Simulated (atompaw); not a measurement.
**An all-electron radial function and its pseudo partner (Pr (Z = 59))**

Columns: radius, all-electron u(r) and pseudo u(r) of the 6p shell (level -9.38 eV) of praseodymium in the configuration [Kr] 4d10 4f3 5s2 5p6 5d0 6s0 6p0; PBEsol, scalar-relativistic, PAW (atompaw) scheme, atompaw 4.2.0.5.

| r (bohr) | all-electron | pseudo |
| --- | --- | --- |
| 0.115 | -0.0225 | -0.0027 |
| 0.231 | -0.0980 | -0.0109 |
| 0.346 | 0.0528 | -0.0238 |
| 0.462 | 0.1599 | -0.0407 |
| 0.577 | 0.1536 | -0.0603 |
| 0.692 | 0.0733 | -0.0813 |
| 0.808 | -0.0337 | -0.1023 |
| 0.923 | -0.1334 | -0.1215 |
| 1.038 | -0.2109 | -0.1374 |
| 1.154 | -0.2614 | -0.1486 |
| 1.269 | -0.2847 | -0.1537 |
| 1.385 | -0.2843 | -0.1517 |
| 1.500 | -0.2644 | -0.1420 |
| 1.615 | -0.2294 | -0.1243 |
| 1.731 | -0.1829 | -0.0984 |
| 1.846 | -0.1292 | -0.0652 |
| 1.962 | -0.0703 | -0.0251 |
| 2.077 | -0.0097 | 0.0201 |
| 2.192 | 0.0513 | 0.0693 |
| 2.308 | 0.1115 | 0.1212 |
| 2.423 | 0.1689 | 0.1734 |
| 2.538 | 0.2230 | 0.2248 |
| 2.654 | 0.2738 | 0.2743 |
| 2.769 | 0.3200 | 0.3201 |
| 2.885 | 0.3623 | 0.3623 |
| 3.000 | 0.3997 | 0.3997 |

Task: How many radial nodes do the two functions have?

Result: The all-electron 6p function has n − l − 1 = 4 (the table is too coarse to show those close to the nucleus); the pseudo-wave has 1, since 1 lower shell of the same l stays in the valence.

Task: Is the pseudo-wave norm-conserving?

Result: No, it belongs to a PAW set: the norm inside the radius is not constrained, and the difference is carried by the augmentation charge.
